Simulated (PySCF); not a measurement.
Cost against size for one kind of job: PySCF 2.14.0, delta-SCF UKS SCAN, pcX-2 on the ionised atom, pcseg-1 elsewhere, spin-free X2C. Hardware: Arm Neoverse V1, one thread, no GPU, on a shared host. Other jobs ran on the host; a repeat could differ by tens of per cent or more.

| species (SMILES) | atoms | electrons | basis functions | SCF cycles | core holes | wall time |
| --- | --- | --- | --- | --- | --- | --- |
| F[C@H]1CO1 | 7 | 32 | 102 | 67 | 4 | ? |
| CC(=O)F | 7 | 32 | 102 | 68 | 4 | ? |
| [Cl][Ga]([Cl])[Cl] | 4 | 82 | 123 | 24 | 2 | 3.2 s |
| [SiH3][Se][SiH3] | 9 | 68 | 135 | 27 | 2 | 8.5 s |
| CC[Si@@H](C#N)[AsH][SiH3] | 17 | 96 | 211 | 131 | 8 | 1.8 min |

Estimate the withheld figures.

`F[C@H]1CO1`: 12 s; `CC(=O)F`: 10 s.

With all rows, how does the wall time grow with the number of basis functions N?

A straight line through log(time) against log(N) has slope 3.3 between N = 102 and 211, and the rows scatter about it by a factor of about 2.7 (standard error of the fit). This is a fit to these rows, whose iteration counts differ, not the method's formal scaling.

Which species took longest, and how many times the shortest run?

`CC[Si@@H](C#N)[AsH][SiH3]`, at 1.8 min: about 34 times the shortest (3.2 s).
